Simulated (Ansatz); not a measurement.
Cost and result for the atomization energy of CH₆BNSi, SMILES `BN1C[SiH2]1` (10 atoms, 10 bonds).

Z-matrix (Å, degrees):
```
C
N 1 1.484
Si 1 1.837 2 61.0
H 1 1.088 2 115.1 3 -112.6
H 1 1.088 2 115.2 3 112.6
B 2 1.386 1 134.1 3 -179.9
H 3 1.478 1 121.2 2 -102.0
H 3 1.478 1 121.2 2 102.0
H 6 1.199 2 118.6 1 179.9
H 6 1.200 2 119.6 1 -0.0
```

The species carries charge 0 and has multiplicity 1. The geometry is a stationary point of PBE0-D4/def2-TZVP. Program: Ansatz. All runs use 2 threads of an AMD EPYC 7B13 on a shared host. Times are those of one run each, without the atoms' runs, and a repeat can differ threefold. Electronic energies, without spin–orbit coupling; frozen cores. CCSD(T)/CBS adds CCSD(T) − MP2 in def2-TZVPP to the MP2 limit, and its time is that of the two runs behind it. T1 = 0.014. B3LYP takes the VWN-RPA correlation (the form of Gaussian; ORCA's B3LYP/G).

CCSD(T)/CBS is a level of theory with its own doubt, some kJ/mol a heavy atom from the limit and from the frozen cores, so smaller differences don't rank the functionals.

| level | functions | wall time |
| --- | --- | --- |
| LDA (SPW92)/def2-TZVPP | 219 | 1.4 s |
| revPBE-D4/def2-TZVPP | 219 | 2.1 s |
| PBE-D4/def2-TZVPP (with forces) | 219 | 2.7 s |
| CCSD(T)/def2-SVP | 90 | 3 s |
| CAM-B3LYP-D4/def2-TZVPP | 219 | 3.6 s |
| B3LYP-D4/def2-TZVPP (with forces) | 219 | 4.8 s |
| r2SCANh-D4/def2-TZVPP | 219 | 4.8 s |
| B2PLYP/def2-TZVPP | 219 | 5.5 s |
| ωB97X-V/def2-TZVPP | 219 | 7 s |
| ωB97M-V/def2-TZVPP (with forces) | 219 | 11 s |
| MP2/def2-QZVPP | 421 | 21 s |
| CCSD(T)/def2-TZVPP | 219 | 61 s |
| CCSD(T)/CBS(def2) | – | 82 s |

Task: What atomization energy does each give, and how far from CCSD(T)/CBS? (Best estimate.)

Result: Computed: 
```json
{"level": "LDA (SPW92)/def2-TZVPP", "atomization (kcal/mol)": "965.3", "difference from CCSD(T)/CBS": "118.5", "per bond": "11.8"}
{"level": "revPBE-D4/def2-TZVPP", "atomization (kcal/mol)": "845.5", "difference from CCSD(T)/CBS": "-1.3", "per bond": "-0.1"}
{"level": "PBE-D4/def2-TZVPP (with forces)", "atomization (kcal/mol)": "864.4", "difference from CCSD(T)/CBS": "17.6", "per bond": "1.8"}
{"level": "CCSD(T)/def2-SVP", "atomization (kcal/mol)": "798.9", "difference from CCSD(T)/CBS": "-47.9", "per bond": "-4.8"}
{"level": "CAM-B3LYP-D4/def2-TZVPP", "atomization (kcal/mol)": "857.6", "difference from CCSD(T)/CBS": "10.8", "per bond": "1.1"}
{"level": "B3LYP-D4/def2-TZVPP (with forces)", "atomization (kcal/mol)": "854.6", "difference from CCSD(T)/CBS": "7.8", "per bond": "0.8"}
{"level": "r2SCANh-D4/def2-TZVPP", "atomization (kcal/mol)": "847.7", "difference from CCSD(T)/CBS": "0.9", "per bond": "0.1"}
{"level": "B2PLYP/def2-TZVPP", "atomization (kcal/mol)": "843.3", "difference from CCSD(T)/CBS": "-3.5", "per bond": "-0.3"}
{"level": "ωB97X-V/def2-TZVPP", "atomization (kcal/mol)": "855.3", "difference from CCSD(T)/CBS": "8.5", "per bond": "0.9"}
{"level": "ωB97M-V/def2-TZVPP (with forces)", "atomization (kcal/mol)": "855.0", "difference from CCSD(T)/CBS": "8.2", "per bond": "0.8"}
{"level": "MP2/def2-QZVPP", "atomization (kcal/mol)": "848.3", "difference from CCSD(T)/CBS": "1.5", "per bond": "0.2"}
{"level": "CCSD(T)/def2-TZVPP", "atomization (kcal/mol)": "824.5", "difference from CCSD(T)/CBS": "-22.3", "per bond": "-2.2"}
{"level": "CCSD(T)/CBS(def2)", "atomization (kcal/mol)": "846.8", "difference from CCSD(T)/CBS": "0.0", "per bond": "0.0"}
```

At CCSD(T), def2-SVP lies −47.9 kcal/mol from the extrapolated value and def2-TZVPP −22.3 kcal/mol: correlation converges slowly with the basis, and small sets miss more of it in the bonded molecule than in its fragments. In def2-TZVPP, CCSD(T) changes the Hartree–Fock value by +201.0 kcal/mol (the triples alone add +11.7 kcal/mol) and MP2 by +211.4 kcal/mol; breaking electron pairs costs correlation energy, which Hartree–Fock lacks. From BLYP to BHLYP (50 % exact exchange), in def2-TZVPP and without D4, the atomization energy moves by −13.5 kcal/mol: exact exchange takes away binding that semilocal exchange gives to molecules.
